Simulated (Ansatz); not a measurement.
Gas-phase electronic energies from Ansatz, PBE0-D4/def2-TZVP geometries. CCSD(T)/CBS adds triple-zeta CCSD(T) − MP2 to the extrapolated MP2 energy (def2 sets, frozen cores). This one scheme is used for every species, atoms too. DFT in def2-TZVPP. Open shells (•) are unrestricted, without spin–orbit coupling. Spin–orbit coupling would lower the free atoms: a little for F, S; strongly for In. Elements past krypton have def2 core potentials. For In outer-core shells are correlated without core-valence functions, so the limit isn't a true one: a few kJ/mol of doubt a bond, and 10 to 20 or more in all where bonds break to atoms. Each species was taken in one conformer, which may not be the lowest.

`[F][InH][SH]` → F• + 2 H• + In• + S•  (atomization)

CCSD(T)/CBS gives +13.68 eV.

(1) Another level gave +12.80 eV. Which?
A. BLYP-D4/def2-TZVPP
B. BHLYP-D4/def2-TZVPP
C. B97M-V/def2-TZVPP
D. r2SCANh/def2-TZVPP

Largest T1 diagnostic among the species: 0.016.

Answers

(1) B. BHLYP-D4 12.80, BLYP-D4 13.30, r2SCANh 13.42, B97M-V 13.75 eV.

Leaving LDA and LC-ωPBE aside and taking each functional with its dispersion term where it has one, the values spread over 0.96 eV, from BHLYP-D4 to B97M-V. LDA lies +2.20 eV from PBE without D4, its usual overbinding. At CCSD(T), def2-SVP lies −1.35 eV from the extrapolated value and def2-TZVPP −0.52 eV: correlation converges slowly with the basis, and small sets miss more of it in the bonded molecule than in its fragments.

For atomizations the MP2-based limit and the directly extrapolated one differ by several kJ/mol either way, and by 10 to 25 for some Ge, Se and Sn compounds, so smaller differences from it don't rank the levels.
